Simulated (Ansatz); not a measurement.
Several settings on one geometry of the cluster Al4⁺ (the lowest doublet isomer of a short search) (that of the charge 1 doublet, PBE-D4/def2-TZVP). Ansatz on 4 threads of Arm Neoverse V2 on a shared host; times are rough.

```xyz
4

Al   -1.049    1.519    1.315
Al    1.185    0.434    0.444
Al   -1.185   -0.433   -0.445
Al    1.049   -1.520   -1.314
```

Totals from different functionals, basis sets or treatments of relativity can't be compared as stabilities.

DK, ANO-RCC and x2c sets are all-electron and run with scalar relativity unless a key says otherwise.

At PBE-D4/def2-TZVP a quartet lies 0.13 eV below the doublet of charge 1, at its own geometry.

**Question.** Give the basis size and estimate the energy, ⟨S²⟩ and time of these runs.

```tsv
run	method	charge	state	further keys
1	UKS ωB97X/def2-TZVP	1	doublet	point_charges: [{charge: 1.00, position_ang: [5.941, -0.176, -0.782]}]; scf: {lower_state_search: full}; forces asked
2	UKS PBE0/ANO-RCC-VTZP	1	doublet	scf: {omitted_lower_state_checks: [starts]}; forces asked
3	UKS ωB97X/aug-cc-pVDZ	1	doublet	scf: {omitted_lower_state_checks: [starts]}
```

**Answer.** 
```
run  functions  energy (Eh)  ⟨S²⟩  wall time
  1        148    -969.2798  1.55    1.9 min
  2        136    -970.7528  1.24       13 s
  3        108    -969.3419  1.34       35 s
```

At UKS ωB97X/def2-TZVP, UKS PBE0/ANO-RCC-VTZP, UKS ωB97X/aug-cc-pVDZ the charge 1 doublet is spin-contaminated (final ⟨S²⟩ up to 1.55, 0.75 for a pure state).
